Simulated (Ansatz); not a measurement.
Program: Ansatz. Geometries: PBE0-D4/def2-TZVP. ΔE: electronic, gas phase. CCSD(T)/CBS is the MP2 limit (def2-TZVPP, def2-QZVPP) plus CCSD(T) − MP2 in def2-TZVPP, frozen cores. Functionals use def2-TZVPP. B3LYP here is the variant with VWN-RPA as its local correlation; programs differ in this. Elements past krypton have def2 core potentials. For Sb outer-core shells are correlated without core-valence functions, which leaves a few kJ/mol of doubt a bond. One conformer a species, not always the lowest.

Consider the cleavage of the B–Sb bond: `[BH2][SbH][SiH3]` + `O[SiH]([SiH3])Cl` → `BO[SiH]([SiH3])Cl` + `[SiH3][SbH2]`.

CCSD(T)/CBS gives -27.0 kcal/mol.

Question: Another level gave -26.5 kcal/mol. Which?
A. PBE-D4/def2-TZVPP
B. B3LYP/def2-TZVPP
C. ωB97M-V/def2-TZVPP
D. r2SCAN-D4/def2-TZVPP

Answer: A. PBE-D4 -26.5, B3LYP -30.1, r2SCAN-D4 -27.8, ωB97M-V -29.0 kcal/mol.

Largest T1 diagnostic among the species: 0.015.

In def2-TZVPP, CCSD(T) changes the Hartree–Fock value by +3.9 kcal/mol (the triples alone add +0.5 kcal/mol) and MP2 by +5.2 kcal/mol.
